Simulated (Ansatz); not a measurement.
# From B to In: the atomisation energy (no zero-point term)

One atom is swapped for its congeners: C2H9BO `[BH3-][O+](C)C`; C2H9AlO `C[O+](C)[AlH3-]`; C2H9InO `C[O+](C)[InH3-]`. The Ga member is missing. All are singlets with charge 0.

Shapes, held fixed at every level: PBE0-D4/def2-TZVP. Programs: Ansatz 0.2.0. Values in eV.

Task: How should the atomisation energy change along the series?

Result: At CCSD(T)/def2-TZVPP the atomisation energy falls at every step, from 46.84 to 42.08 eV. Every level shows the same order. For atoms past krypton def2 sets carry core potentials with scalar relativity. Correlated rows may include outer-core shells of In, which these sets cover unevenly. Spin-orbit coupling, which grows down the group, is left out (summed over each molecule's free atoms 0.02, 0.03, 0.20 eV).

```json
{"level": "HF/def2-SVP", "C2H9BO": "36.36", "C2H9AlO": "34.05", "C2H9InO": "31.76"}
{"level": "BHLYP-D4/def2-TZVPP", "C2H9BO": "46.85", "C2H9AlO": "44.06", "C2H9InO": "41.85"}
{"level": "MP2/def2-SVP", "C2H9BO": "45.93", "C2H9AlO": "43.00", "C2H9InO": "40.86"}
{"level": "MP2/def2-TZVPP", "C2H9BO": "47.13", "C2H9AlO": "44.17", "C2H9InO": "41.97"}
{"level": "CCSD/def2-TZVPP", "C2H9BO": "46.32", "C2H9AlO": "43.62", "C2H9InO": "41.60"}
{"level": "CCSD(T)/def2-TZVPP", "C2H9BO": "46.84", "C2H9AlO": "44.08", "C2H9InO": "42.08"}
```
